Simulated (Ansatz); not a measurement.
| atom | x (Å) | y (Å) | z (Å) |
| --- | --- | --- | --- |
| C | 0.0000 | 0.0000 | 0.0000 |
| O | 0.0000 | 0.0000 | 3.4800 |
| O | 0.0000 | 0.0000 | -3.4800 |

Basis set: pcseg-2 (spherical functions). Charge 0, multiplicity 1.

Computed with Ansatz (development build ahead of 0.2.0); each method stands on the lowest determinant of its kind that the runs found.

(1) Give the atomization energy at this shape (free ground-state atoms in the same class of orbitals less the molecule, no zero-point energy) of singlet CO2 by PBE0 (unrestricted), PBE (unrestricted).

Results:

(1)

| method | atomization energy |
| --- | --- |
| PBE0 (unrestricted) | -0.34 eV |
| PBE (unrestricted) | -0.12 eV |

Caution: charge can spread falsely over distant fragments; the shape is not the minimum; the unrestricted determinant is a mixture of spin states.
